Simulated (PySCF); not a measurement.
# Cadmium: a sound run and one with changed settings

Sound run: Cd⁺ [Kr] 4d10 5s1, Cd²⁺ [Kr] 4d10. Computed with PySCF 2.14 in def2-SVP with the def2 core potential (28 electrons) (5s3p2d1f, 31 functions), with scalar relativity through the core potential. The sound run starts from symmetry-adapted Hartree-Fock orbitals and uses a fine grid where one is needed.

Changed run: initial guess 1e, at most 50 SCF cycles, level shift 10.0 hartree.

| species | method | sound run (hartree) | changed run (hartree) | converged |
| --- | --- | --- | --- | --- |
| Cd⁺ | UHF | -166.57699 | -166.57612 | no |
| Cd⁺ | PBE0 | -167.41052 | -167.40764 | no |
| Cd⁺ | r2SCAN | -167.46799 | -167.46733 | no |
| Cd²⁺ | UHF | -166.00413 | -166.00413 | no |
| Cd²⁺ | PBE0 | -166.78240 | -166.78238 | no |
| Cd²⁺ | r2SCAN | -166.83416 | -166.83411 | no |

A level shift slows the SCF but leaves a converged energy unchanged.
